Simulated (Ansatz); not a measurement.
**Loss of HF: C3H4F4 → C3H3F3 + HF**

Gas-phase species: C3H4F4 (1,2,2,3-tetrafluoropropane) `FCC(F)(F)CF`, singlet; C3H3F3 `F/C=C(/F)CF`, singlet; HF (hydrogen fluoride), singlet. This is a balance of energies; it says nothing on the path, which may need atoms to shift.

Shapes, held fixed at every level: PBE0-D4/def2-TZVP. Flexible molecules stand in one conformer, not always the lowest. Programs: Ansatz 0.2.0. Electronic energies: no zero-point or thermal term.

| level | kind | ΔE (kJ/mol) | less CCSD(T)/CBS estimate |
| --- | --- | --- | --- |
| HF/def2-TZVPP | Hartree–Fock | +119.8 | +12.2 |
| PBE-D4/def2-TZVPP | GGA | +103.8 | -3.8 |
| r2SCAN-D4/def2-TZVPP | meta-GGA | +121.2 | +13.6 |
| PBE0-D4/def2-TZVPP | global hybrid | +118.0 | +10.4 |
| CCSD(T)/def2-TZVPP | coupled cluster or CI | +111.1 | +3.5 |
| CCSD/def2-TZVPP | coupled cluster or CI | +113.9 | +6.3 |
| CCSD(T)/CBS estimate | coupled cluster or CI | +107.6 | 0.0 |

The highest level, CCSD(T)/CBS estimate, gives ΔE = +107.6 kJ/mol; the levels span +103.8 to +121.2. The column of differences is taken from that level and isn't an error. No measured value is set beside it here. The CBS estimate extrapolates MP2 from def2-TZVPP and def2-QZVPP and adds CCSD(T) − MP2 in the triple-zeta set, cores frozen.
